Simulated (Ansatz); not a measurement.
Frontier orbitals of `[NH2][Ge][N]([SiH3])[SiH3]`.

Charge 0, multiplicity 1. Correlated methods include outer-core shells of Ge, which these sets cover unevenly. Scalar relativity is left out up to krypton. Geometry: relaxed with PBE0-D4/def2-TZVP. It is one conformer, not always the lowest. Basis def2-TZVPP, Ansatz 0.2.0.

| functional | HOMO (eV) | LUMO (eV) | gap (eV) |
| --- | --- | --- | --- |
| PBE | -6.06 | -2.09 | 3.97 |
| PBE0 | -7.16 | -1.33 | 5.83 |
| r2SCANh | -6.74 | -1.74 | 5.00 |
| r2SCAN0 | -7.35 | -1.30 | 6.05 |
| HSE06 (plane-wave form) | -6.76 | -1.70 | 5.06 |
| ωB97X-V | -9.41 | 0.69 | 10.10 |
| ωB97M-V | -9.35 | 0.56 | 9.91 |

From PBE to PBE0 the HOMO moves by −1.10 eV and the LUMO by +0.76 eV, and with ωB97M-V by −3.29 and +2.65 eV, so the gap grows from 3.97 to 9.91 eV with exact exchange. A positive LUMO is unbound and depends on the basis.
